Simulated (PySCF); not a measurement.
Isomers of C7H13F, one conformer each; single-point electronic energies without zero-point terms and without any empirical dispersion term.

All values: PBE0/pcSseg-1 (PySCF, non-relativistic), each on one gas-phase PBE0-D3(BJ)/def2-SVP geometry that isn't relaxed in the solvent. The solvent is an IEF-PCM continuum (van der Waals radii × 1.2). The model holds no explicit solvent molecules, cavitation or dispersion.

```tsv
isomer	relative energy, gas (kcal/mol)	dipole (D)
`CC(C)=C(C)CCF`	0.0	2.21
`F[C@H]1[C@@H](C1)C(C)(C)C`	4.9	1.83
```

**Question.** How do the relative energies look in cyclohexane (ε = 2.017)?

**Answer.** 
```csv
isomer,"relative energy, solvent (kcal/mol)",E(solvent) − E(gas) (kcal/mol),dipole in solvent (D)
`CC(C)=C(C)CCF`,0.0,-1.3,2.37
`F[C@H]1[C@@H](C1)C(C)(C)C`,5.1,-1.2,1.99
```

The order is unchanged. Conformers: `[CH3:1][C:2]([CH3:3])=[C:4]([CH3:5])[CH2:6][CH2:7][F:8]` with C2–C4–C6–C7 95°, C4–C6–C7–F8 176°. `CC(C)=C(C)CCF` gains most from the continuum, and it has the largest gas-phase dipole. The gains span 0.1 kcal/mol, the gas-phase energies 4.9 kcal/mol.
